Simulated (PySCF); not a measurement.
Se(Br)(OH) (BrHOSe), SMILES Br[Se]O. The structure is a stationary point at B3LYP-D3(BJ)/def2-TZVP. One conformer was computed; it need not be the lowest.

Computed equilibrium geometry at B3LYP-D3(BJ)/def2-TZVP (PySCF confirms it by a frequency run) as Cartesian coordinates in Å (one conformer of several):
```xyz
4

Se    -0.0094    -0.6651     0.7927
Br     0.1463     1.1612    -0.6831
O     -0.4272    -2.0052    -0.3226
H     -1.3841    -1.9876    -0.4620
```
